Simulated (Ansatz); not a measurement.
Species: Be₂H₂, charge 0, multiplicity 1. 
Coordinates optimised at B3LYP-D3(BJ)/def2-TZVP (Ansatz, a program for electronic structure):
SMILES: [BeH][BeH]
```xyz
4

H      0.0000     0.0000    -2.3848
Be     0.0000     0.0000    -1.0462
Be     0.0000     0.0000     1.0462
H      0.0000     0.0000     2.3848
```

Computed values are from Ansatz. Cores are frozen in the correlated levels unless marked. Open shells are spin-unrestricted. Spin-orbit coupling is left out. No relativistic terms. CBS marks a two-point X^-3 extrapolation of the correlation energy; Hartree-Fock from the larger set.

Problem. What is the atomisation energy De at CCSD(T)/CBS(def2-TZVPPD,def2-QZVPPD)?

Solution. 738.7 kJ/mol.

Problem. What is the vertical ionisation energy (to the doublet) at CCSD(T)/CBS(def2-TZVPPD,def2-QZVPPD)?

Solution. 9.74 eV.

Problem. What is the dipole moment at CCSD(T)/def2-SVPD?

Solution. 0.00 D.

Problem. What is the total energy at CCSD(T)/CBS(def2-TZVPPD,def2-QZVPPD)?

Solution. -30.5190 Eh.

Problem. What is the T1 diagnostic at CCSD/def2-QZVPPD?

Solution. 0.006.
